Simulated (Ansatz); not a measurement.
## Energy profile

The step: CH₅InS ([CH3][InH][SH]) → CH₃InS ([CH3][In][S]) + H₂; bonds formed: H2–H4; bonds broken: In1–H2, S3–H4 (atoms numbered as in the saddle structure below).

In1  (-0.078, -0.554, -0.377)
H2  (-0.504, 0.694, -1.933)
S3  (-0.479, -1.986, -2.128)
H4  (-0.577, -0.283, -2.330)
C5  (0.356, 0.406, 1.463)
H6  (-0.534, 0.936, 1.799)
H7  (1.165, 1.119, 1.302)
H8  (0.653, -0.333, 2.205)
(Å)

Electronic energies by CCSD(T) at an estimated basis limit (MP2 extrapolated from triple and quadruple zeta, plus CCSD(T) − MP2 in triple zeta), on PBE0-D4/def2-TZVP structures; CH$_{5}$InS, singlet; no counterpoise correction. Computed with Ansatz 0.2.0 (basis: def2-TZVPP and def2-QZVPP); correlated methods freeze the cores. Filled d shells of the heavier atoms are correlated. Core potentials replace the inner electrons of the atoms past krypton. The def2 sets are not built for correlating such inner shells, so the correlated values are less sure here. Extrapolation: Hartree–Fock as exp(−7.88 √X), correlation as X^−2.97.

Problem. Give the profile in eV, counted from the start structure. (To be estimated.)

Solution. The calculation gives:
| point | eV |
| --- | --- |
| start structure | 0.000 |
| saddle | 2.033 |
| end structure | 0.648 |
| separated: CH$_{3}$InS (linked as [CH3][In][S]; In1, S3, C5, H6, H7, H8; singlet) + H$_{2}$ (H2, H4; singlet) | 0.688 |

The T1 diagnostic stays at or below 0.019.

For scale, one of the runs: CCSD(T)/def2-TZVPP, 193 basis functions, launched by `ansatz run in.yaml --threads 4 --pin off --events-out ev --progress --plain --max-ram 9574MiB`. Time: 56 s of wall clock on 4 CPU threads of an Intel Xeon; the host was shared. Peak host memory: 2.3 GiB.
